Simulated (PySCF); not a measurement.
SnH3(pyrrolidide), C4H11NSn.
Z-matrix (Å and degrees, PBE0-D3(BJ)/def2-SVP geometry), rows numbered from 1:
```
Sn
H   1  1.7250
H   1  1.7120  2  109.92
H   1  1.7112  2  110.30  3  -124.55
N   1  2.0399  2  112.41  3   117.74
C   5  1.4465  1  122.06  2    72.05
C   6  1.5346  5  103.04  1   171.03
C   7  1.5435  6  104.19  5    28.31
C   5  1.4472  1  121.73  2   -67.85
H   6  1.1023  5  111.51  1    49.67
H   6  1.1144  5  112.93  1   -71.01
H   7  1.0997  6  109.71  5   -89.79
H   7  1.1000  6  112.12  5   150.82
H   8  1.1002  7  112.55  6   116.67
H   8  1.0994  7  110.65  6  -123.41
H   9  1.1136  5  112.85  1    68.18
H   9  1.1027  5  111.33  1   -52.09
```

Theory: TDDFT wB97X-D/def2-SVPD, vertical, gas phase, core orbitals frozen in the response, def2 core potentials past Kr (PySCF). Spin–orbit coupling is left out.

Frontier orbitals with the atoms that hold most of them (Löwdin shares over 4%, at most four atoms; ? is withheld):

| orbital | ε (eV) | atoms |
| --- | --- | --- |
| HOMO-3 | -10.92 | Sn1 34%, H4 23%, H3 21%, C6 4% |
| HOMO-2 | -10.75 | C7 16%, C8 16%, H12 9%, H15 8% |
| HOMO-1 | -10.71 | ? |
| HOMO | -7.85 | N5 57%, C9 9%, C6 9%, Sn1 5% |
| LUMO | ? | ? |
| LUMO+1 | 1.68 | Sn1 47%, H2 10%, N5 9%, H3 8% |
| LUMO+2 | 2.50 | Sn1 56%, H2 13%, H4 9%, H3 8% |

Task: Which atoms hold the LUMO, and with what shares?

Result: Sn1 (bonded to N and 3 H) 56%; H4 (bonded to Sn) 12%; H3 (bonded to Sn) 11%; H2 (bonded to Sn) 10%. By element: tin 56%, hydrogen 33% or more.

Task: Which atoms hold the HOMO-1, and with what shares?

Result: N5 (bonded to 2 C and Sn) 23%; Sn1 (bonded to N and 3 H) 20%; H4 (bonded to Sn) 8%; C8 (bonded to 2 C and 2 H) 8%.

Task: What is the LUMO energy, and the HOMO–LUMO gap?

Result: ε(LUMO) = 1.56 eV; the gap is 9.41 eV (0.3459 hartree).

Task: How does S1 compare with the orbital gap of 9.41 eV?

Result: S1 is at 5.17 eV (f = 0.032), 4.25 eV below the gap, made of HOMO→LUMO+1 (83%). Its leading pair isn't HOMO and LUMO; the energies of that pair differ by 9.53 eV. Without the coupling terms of the response equations the lowest excitation would equal the gap.

Task: Give energy, strength and leading configuration of S1 and S2, and follow the Löwdin shares of the leading atoms from the occupied to the empty orbital.

Result: 
- S1 (5.17 eV, f 0.032), HOMO→LUMO+1 (83%): N5 57% → 9%, C9 9% → at most 8%, Sn1 5% → 47%, H2 at most 6% → 10%
- S2 (5.70 eV, f 0.034), HOMO→LUMO (87%): N5 57% → at most 10%, C9 9% → at most 10%, Sn1 5% → 56%, H4 at most 6% → 12%

Löwdin shares depend on the basis, the more so with diffuse functions.

Time: 2.4 min (with the writing of density and orbital grids); peak memory 1.0 GiB. Hardware: one thread, Intel Xeon at 2.50 GHz (x86_64), shared host with 64 logical CPUs at a one-minute load of 57.

One conformer stands for the species.
